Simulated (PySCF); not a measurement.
# Xe³⁺: script and output

Input:

```python
from pyscf import gto, dft

mol = gto.M(
    atom='Xe 0 0 0',
    basis='def2-tzvp',
    ecp={'Xe': 'def2-tzvp'},
    charge=3,
    spin=3,
    verbose=4,
)
mf = dft.UKS(mol, xc='revpbe')
mf.kernel()
mf.stability(internal=True, external=True)
mf.dip_moment()
print('orbital energies (hartree):', [e[max(0, n-3):n+3].round(4) for e, n in zip(mf.mo_energy, mol.nelec)])
```

```bash
$ OMP_NUM_THREADS=1 python input.py
```

Output (some set-up lines and the per-cycle HOMO/LUMO lines with their warnings removed):

```
PySCF version 2.14.0

[INPUT] Symbol           X                Y                Z      unit          X                Y                Z       unit  Magmom
[INPUT]  1 Xe     0.000000000000   0.000000000000   0.000000000000 AA    0.000000000000   0.000000000000   0.000000000000 Bohr   0.0

nuclear repulsion = 0
number of shells = 16
number of NR pGTOs = 95
number of NR cGTOs = 50
basis = def2-tzvp
ecp = {'Xe': 'def2-tzvp'}

******** <class 'pyscf.dft.uks.UKS'> ********
method = UKS
initial guess = minao
damping factor = 0
level_shift factor = 0
DIIS = <class 'pyscf.scf.diis.CDIIS'>
SCF conv_tol = 1e-09
SCF max_cycles = 50
number electrons alpha = 13  beta = 10
XC functionals = revpbe

grids dens level: 3
tot grids = 19888
init E= -284.109561798734

cycle= 1 E= -326.284299705448  delta_E= -42.2  |g|= 2.11  |ddm|= 11.5
cycle= 2 E= -326.762177393944  delta_E= -0.478  |g|= 1.36  |ddm|= 4.21
cycle= 3 E= -327.062122412276  delta_E= -0.3  |g|= 0.0199  |ddm|= 1.35
cycle= 4 E= -327.062221851347  delta_E= -9.94e-05  |g|= 0.00212  |ddm|= 0.0409
cycle= 5 E= -327.062222952872  delta_E= -1.1e-06  |g|= 4.37e-05  |ddm|= 0.00386
cycle= 6 E= -327.062222953526  delta_E= -6.54e-10  |g|= 1.56e-06  |ddm|= 9.78e-05
Extra cycle  E= -327.062222953527  delta_E= -9.66e-13  |g|= 9.41e-07  |ddm|= 5.69e-06
converged SCF energy = -327.062222953527  <S^2> = 3.7505181  2S+1 = 4.000259
uhf_internal: lowest eigs of H = [0.89360831 0.89360846 0.89360903]
<class 'pyscf.dft.uks.UKS'> wavefunction is stable in the internal stability analysis
uhf_real2complex: lowest eigs of H = [0.49410701 0.49410701 0.4941072 ]
<class 'pyscf.dft.uks.UKS'> wavefunction is stable in the real -> complex stability analysis
uhf_external: lowest eigs of H = [-0.07361188  0.00783133  0.01152921]

WARN: System has nonzero charge 3; the dipole moment is origin-dependent.
Location of origin: [0. 0. 0.]

Dipole moment(X, Y, Z, Debye): -0.00000, -0.00000, -0.00000
orbital energies (hartree): [array([-1.3987, -1.3987, -1.3987, -0.7694, -0.7694, -0.7694]), array([-3.3782, -3.3782, -1.7809, -1.2868, -1.2868, -1.2868])]
```

In short: E(SCF) = -327.062223 Eh, 6 cycles, ⟨S²⟩ = 3.751, internal stable; real -> complex stable.

Hardware: Arm Neoverse V2, 1 thread, shared host. Wall time 8.5 s.

No search for the lowest solution was made.
